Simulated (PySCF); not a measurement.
Ti(F)4 anion (F4Ti), SMILES [F][Ti]([F])([F])[F] (connectivity only; charge and spin as stated), charge -1, multiplicity 2. The structure is a stationary point at PBE0-D3(BJ)/def2-SVPD. The spin state was assumed, not searched. The isomer is the one that the SMILES or the coordinates give; other isomers of the formula were not compared.

The numbers are results of PBE0-D3(BJ)/def2-SVPD run with PySCF, not measurements.

Harmonic wavenumbers (cm⁻¹): 120, 155, 177, 187, 187, 563, 581, 636, 636. Rotational constants (GHz): 3.147, 3.147, 2.486; symmetry number 4.

**Question.** Work out the zero-point energy and the ideal-gas rigid-rotor harmonic-oscillator thermochemistry at 298.15 K and 1 atm.

**Answer.** ZPE = ½ Σ hcν = ½ × 3244 cm⁻¹ = 4.64 kcal/mol. H − E(el) = 9.34 kcal/mol. Entropy in cal/(mol K): translation 40.36, rotation 24.22, vibration 14.35, spin 1.38, total 80.30. G − E(el) = -14.60 kcal/mol. Cp = 21.46 cal/(mol K). Modes under 150 cm⁻¹ make the vibrational entropy uncertain.
